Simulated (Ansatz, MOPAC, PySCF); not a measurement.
Ligands exchanged one at a time, Ga Cl-SH. Isolated molecules, 0 K electronic values unless said otherwise. One relaxed conformer stands for each flexible species; it need not be the lowest. Strings in code marks are SMILES.

Quantity: vertical ionisation energy (energy after one electron is removed minus that of the parent at the parent's geometry), in eV.

Level 1: frozen-core CCSD(T)/cc-pVTZ // r2SCAN-D4/def2-TZVP (Ansatz, a quantum-chemistry and plane-wave program)
Level 2: minus the HOMO energy of PM6 // r2SCAN-D4/def2-TZVP (MOPAC)
Level 3: minus the HOMO energy of SVWN5/6-31G* // r2SCAN-D4/def2-TZVP (PySCF)
Level 4: minus the HOMO energy of r2SCAN-D4/def2-TZVP (PySCF)

```tsv
species	level 1	level 2	level 3	level 4
`[SH][Ga]([SH])[SH]`	9.85	(withheld)	6.46	(withheld)
`[SH][Ga]([Cl])[Cl]` (H–S–Ga–Cl torsion 180°)	10.56	10.23	(withheld)	7.43
`[SH][Ga]([SH])[Cl]` (H–S–Ga–Cl torsion 0°, Cl–Ga–S–H torsion -180°)	10.15	9.75	6.74	6.99
```

### Question
Some entries are withheld; supply them.

### Answer

- `[SH][Ga]([SH])[SH]`, level 2: 9.53
- `[SH][Ga]([SH])[SH]`, level 4: 6.75
- `[SH][Ga]([Cl])[Cl]` (H–S–Ga–Cl torsion 180°), level 3: 7.20
